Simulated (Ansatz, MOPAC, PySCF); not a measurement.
Isomers of CH3NO: 1 is NC=O, 2 is N(/[H])=C\O; one conformer of each (the lowest of an xTB search), B3LYP-D3(BJ)/def2-TZVP minima.
Isomer 1 (charge 0, multiplicity 1):
```tsv
atom	x (Å)	y (Å)	z (Å)
N	-0.6935	-0.0314	-0.0093
C	0.6612	0.0338	0.0080
O	1.3082	1.0440	-0.1452
H	-1.2270	0.8098	-0.1588
H	-1.1758	-0.9022	0.1246
H	1.1269	-0.9540	0.1806
```
Isomer 2 (charge 0, multiplicity 1):
```tsv
atom	x (Å)	y (Å)	z (Å)
H	1.6742	-0.5853	0.3395
N	0.6862	-0.7601	0.1845
C	0.0490	0.3076	-0.0182
O	-1.2758	0.3183	-0.2472
H	0.4440	1.3237	-0.0386
H	-1.5775	-0.6042	-0.2188
```

No zero-point or thermal terms.

Cores are frozen in the correlated methods. CBS: X⁻³ extrapolation of the correlation energy, Hartree–Fock from the larger set. Rows in 3-21G, 6-31G* carry no dispersion term and start afresh at each structure (6-31G* with six Cartesian d functions). MP2/6-31G* freezes PySCF's default core. The state that PM6, PM7 reach isn't checked; PM7 holds dispersion and hydrogen-bond terms.

The values were computed with Ansatz (a program for electronic structure); MOPAC for PM6, PM7 (differences of heats of formation); PySCF for 3-21G rows, 6-31G* rows, the dispersion terms. Each number belongs to the level named beside it.

Other levels give for the electronic energy of isomer 2 less that of isomer 1: PBE/def2-TZVPP 52.7; B3LYP/def2-TZVPP 52.4; B3LYP-D3(BJ)/def2-TZVPP 52.4; wB97M-V/def2-TZVPP 47.7; CCSD(T)/CBS(cc-pVTZ, cc-pVQZ) 44.5 kJ/mol.

Q: What do these common cheap choices give for the same quantity: PM6, PM7, HF/3-21G, HF/6-31G*, B3LYP/3-21G, B3LYP/6-31G*, M06-2X/6-31G*, MP2/6-31G*?

A: PM6 70.7; PM7 69.1; HF/3-21G 76.8; HF/6-31G* 59.9; B3LYP/3-21G 82.0; B3LYP/6-31G* 58.6; M06-2X/6-31G* 51.5; MP2/6-31G* 57.2 kJ/mol. They span 51.5 to 82.0 kJ/mol.
